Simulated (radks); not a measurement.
Problem. Spherical quantum dot in the effective-mass picture: electrons in a parabolic well V = omega^2 r^2 / 2 with omega = 0.186, all in effective atomic units (hartree* = m*/eps^2 hartree, bohr* = eps/m* bohr), one dielectric constant everywhere. Calculated with a radial shooting solver with Libxc functionals: non-relativistic Kohn-Sham, PBEsol, spin-polarised, spherical densities. Levels are named by radial order and angular momentum (1s, 1p, 1d, 2s, ...), and open shells are averaged over m. Results are scaled to m* = 0.124 and eps = 4.6, for which hartree* = 159.5 meV and bohr* = 1.963 nm. At N = 5 the configuration is 1s2 1p(up 3, down 0). Does electron 6 go into 1p down or 1d up or 1d down?

Solution. Into 1p down. The total energies of the other choices lie higher by 11.3 meV (1d up), 17.4 meV (1d down).
